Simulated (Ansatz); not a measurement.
The cluster FeCl₂: single points at one geometry.

```yaml
crystal:
  periodic: [false, false, false]
  atoms:
    - {symbol: Fe, position_ang: [0.001265, 0.000553, 0.000047]}
    - {symbol: Cl, position_ang: [0.349255, -0.972681, 1.780154]}
    - {symbol: Cl, position_ang: [-0.350520, 0.972127, -1.780201]}
basis:
  gaussian: {orbitals: def2-TZVPD, initial_orbitals: start.molden}
hamiltonian: {xc: pbe0, dispersion: d4}
scf: {omitted_lower_state_checks: [starts]}
output: {orbitals: {seedname: orbitals}}
```

The file start.molden holds the orbitals of an earlier run on this structure, at another level or in another basis.

```sh
$ ansatz run in.yaml --threads 4 --pin off --events-out ev --progress --plain --max-ram 3916MiB
```

Shortened log:

```
Functional definition: PBE0
1158 factors; their error is unknown
mean field evaluation 1: about -59418.7716 eV, gradient 7.8e0 eV
mean field evaluation 2: about -59418.8174 eV, gradient 9.5e-2 eV
mean field evaluation 4: about -59419.0039 eV, gradient 1.7e-4 eV
mean field evaluation 8: about -59419.0039 eV, gradient 2.6e-5 eV
mean field evaluation 16: about -59419.0039 eV, gradient 5.6e-6 eV
mean field -59419.00388359 eV, -2183.6081170745 hartree, gradient 5.6e-6 eV, S^2 0.000000; 0 other end points of the search recorded, 0 dependent functions left out
reference -59419.00393123 eV, -2183.6081188253 hartree; 30, 30 occupied and 110, 110 virtual orbitals, 1158 factors
Total energy: -59419.06580419 eV, -2183.6103926147 hartree
Checks for a lower state left out: starts
```

It took 20 s on 4 threads of Intel Xeon on a shared host.

As the first input, with `gaussian: {orbitals: 6-31G}`, `hamiltonian: {xc: hf}` (abridged; 1.7 s):

```
Functional definition: HF
mean field evaluation 16: about -59351.8326 eV, gradient 2.8e0 eV
mean field -59352.06431270 eV, -2181.1481332175 hartree, gradient 5.0e-6 eV, S^2 0.000000
Total energy: -59352.06431270 eV, -2181.1481332175 hartree
Checks for a lower state left out: starts
```

The first input with `gaussian: {orbitals: def2-TZVP, initial_orbitals: start.molden}`, `correlation: {method: mp2}` and without the key `hamiltonian` (abridged; 15 s):

```
Functional definition: HF
mean field -59359.26395328 eV, -2181.4127151287 hartree, gradient 2.9e-6 eV, S^2 0.000000; unrestricted orbitals would lower it
mean field evaluation 16: about -59359.5406 eV, gradient 5.5e0 eV
mean field evaluation 32: about -59361.4825 eV, gradient 1.0e-1 eV
unrestricted determinant -59361.48577116 eV, -2181.4943654299 hartree, S^2 2.0023
15 core orbitals not correlated: weight in the atoms' cores, before any rotation towards them, 1.000 or more for the frozen orbitals, at most 0.000 for the correlated occupied ones
second order -22.39711627 eV of doubles, -0.00000000 eV of singles
Total energy: -59381.66106955 eV, -2182.2357939703 hartree
Checks for a lower state left out: starts
```

As the first input, with `gaussian: {orbitals: def2-TZVP, initial_orbitals: start.molden}`, `hamiltonian: {xc: {name: r2SCAN0}, dispersion: d4}` (abridged; 12 s):

```
Functional definition: r2SCAN0
mean field evaluation 16: about -59429.8154 eV, gradient 6.9e-6 eV
mean field -59429.81542583 eV, -2184.0054339235 hartree, gradient 6.9e-6 eV, S^2 0.000000
Total energy: -59429.83524787 eV, -2184.0061623700 hartree
Checks for a lower state left out: starts
```

The first input with `gaussian: {orbitals: def2-TZVP, initial_orbitals: start.molden}`, `hamiltonian: {xc: {name: B2PLYP}}`, `output: {forces: true}` (abridged; 30 s):

```
Functional definition: B2PLYP
mean field evaluation 16: about -59412.8524 eV, gradient 3.1e-8 eV
mean field -59412.85244567 eV, -2183.3820559006 hartree, gradient 1.5e-10 eV, S^2 0.000000; unrestricted orbitals would lower it
15 core orbitals not correlated: weight in the atoms' cores, before any rotation towards them, 1.000 or more for the frozen orbitals, at most 0.000 for the correlated occupied ones
second order -28.67760494 eV of doubles, -0.00000000 eV of singles
Total energy: -59420.59554642 eV, -2183.6666096046 hartree
Atom 0 force     0.000512     0.000072     0.000257 eV/Å
Atom 1 force     0.028918    -0.081116     0.148305 eV/Å
Atom 2 force    -0.029430     0.081044    -0.148562 eV/Å
Dipole moment:     0.000895     0.000401     0.000018 e Å
Checks for a lower state left out: starts
```

First input, but with `gaussian: {orbitals: def2-SVP, initial_orbitals: start.molden}` (abridged; 8.1 s):

```
Functional definition: PBE0
mean field -59405.34259521 eV, -2183.1060739864 hartree, gradient 7.5e-6 eV, S^2 0.000000
Total energy: -59405.40450605 eV, -2183.1083491679 hartree
Checks for a lower state left out: starts
```

First input, but with `gaussian: {orbitals: def2-TZVP, initial_orbitals: start.molden}`, `hamiltonian: {xc: {text: "exchange = 0.65*pbe_x + 0.35*exact_x\ncorrelation = pbe_c"}}` (abridged; 14 s):

```
Functional definition: unnamed
mean field evaluation 16: about -59419.7725 eV, gradient 1.7e-5 eV
mean field -59419.77250024 eV, -2183.6363632153 hartree, gradient 7.1e-6 eV, S^2 0.000000
Total energy: -59419.77252513 eV, -2183.6363641300 hartree
Checks for a lower state left out: starts
```

Geometry: r2SCAN-D4/def2-TZVP.

The 6-31G sets use Cartesian d functions. Correlated methods freeze 15 core orbitals; core or outer-core shells of Fe are correlated, in sets that lack core-valence functions. The restricted singlet is unstable towards broken spin symmetry at other levels; at PBE0-D4/def2-TZVPD, r2SCAN0-D4/def2-TZVP, PBE0-D4/def2-SVP, PBE with 35 % exact exchange/def2-TZVP this wasn't settled. The restricted singlet is unstable towards broken spin symmetry in Hartree–Fock (as tested in another run); at HF/6-31G this wasn't settled. At MP2/def2-TZVP, B2PLYP/def2-TZVP the restricted singlet (for correlated methods, its reference) is unstable: a solution with broken spin symmetry lies lower. At PBE0-D4/def2-TZVP a quintet of charge 0 lies 3.68 eV below the restricted singlet, each at its own geometry. The structure comes from a short search, and lower isomers may exist.
